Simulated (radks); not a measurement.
The carbon anion C4-, [Ne], held by a Watson sphere: a shell of charge +4 at radius R that stands for the Madelung well of a crystal (potential energy -4/R inside, -4/r outside, in hartree with lengths in bohr). Method: scalar-relativistic Kohn-Sham, LB94 model potential, spin-polarised, spherical densities, point nucleus; computed with a radial shooting solver on a logarithmic mesh with Libxc functionals. Response by self-consistent Sternheimer equations with the Hartree and adiabatic LDA kernel, the relativistic mass of each level held fixed and spin-orbit coupling left out. The sphere does not respond.

R (bohr),e(1s) (eV),e(2s) (eV),e(2p) (eV),<r> 2p (bohr),sum of <r^2> (bohr^2),X-ray form factor at sin(theta)/lambda = 0.1 1/angstrom,alpha (bohr^3)
1.8,-285.40,-21.179,-12.804,1.863,32.64,7.971,19.40
2.19,-286.10,-18.745,-11.053,2.083,40.30,7.598,30.72
2.24,-286.17,-18.469,-10.851,2.111,41.32,7.552,32.51
2.54,-286.46,-16.979,-9.739,2.275,47.61,7.282,45.33
3,-286.57,-15.185,-8.319,2.524,57.94,6.898,73.75
3.01,-286.56,-15.152,-8.291,2.530,58.17,6.890,74.52
